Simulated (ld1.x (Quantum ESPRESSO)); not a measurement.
# Reading a pseudo-wave (zirconium (Zr))

Columns: radius, all-electron u(r) and pseudo u(r) of the 4d shell (level -3.97 eV) of zirconium in the configuration [Kr] 4d2 5s2 5p0; PBEsol, non-relativistic, TM scheme, ld1.x (Quantum ESPRESSO) 7.5.

| r (bohr) | all-electron | pseudo |
| --- | --- | --- |
| 0.180 | 0.2355 | -0.0054 |
| 0.360 | 0.2783 | -0.0402 |
| 0.540 | 0.0578 | -0.1218 |
| 0.720 | -0.2030 | -0.2478 |
| 0.900 | -0.4153 | -0.3969 |
| 1.080 | -0.5611 | -0.5386 |
| 1.260 | -0.6467 | -0.6460 |
| 1.440 | -0.6862 | -0.7063 |
| 1.620 | -0.6932 | -0.7216 |
| 1.800 | -0.6791 | -0.7042 |
| 1.980 | -0.6519 | -0.6683 |
| 2.160 | -0.6175 | -0.6255 |
| 2.340 | -0.5797 | -0.5824 |
| 2.520 | -0.5410 | -0.5415 |
| 2.700 | -0.5028 | -0.5029 |
| 2.880 | -0.4659 | -0.4659 |
| 3.060 | -0.4306 | -0.4306 |
| 3.240 | -0.3972 | -0.3972 |
| 3.420 | -0.3657 | -0.3657 |
| 3.600 | -0.3362 | -0.3362 |
| 3.780 | -0.3086 | -0.3086 |
| 3.960 | -0.2828 | -0.2828 |
| 4.140 | -0.2589 | -0.2589 |
| 4.320 | -0.2366 | -0.2366 |
| 4.500 | -0.2161 | -0.2161 |
| 4.680 | -0.1970 | -0.1970 |

(1) How many radial nodes do the two functions have?

(2) At about which radius was the pseudo-wave matched?

(3) Where does each function peak?

(4) Is the pseudo-wave norm-conserving?

Results:

(1) The all-electron 4d function has n − l − 1 = 1; the pseudo-wave has 0, since the states of the same l below it are removed with the core.

(2) 2.90 bohr. The columns agree to 0.0005 from 2.52 bohr on; several derivatives are matched, so the curves merge somewhat inside the radius.

(3) Outermost all-electron maximum near 1.62 bohr, pseudo maximum near 1.62 bohr (to the table’s step).

(4) Yes: the TM scheme keeps the norm inside the radius equal to the all-electron one, which fixes the energy derivative of the logarithmic derivative at the level.
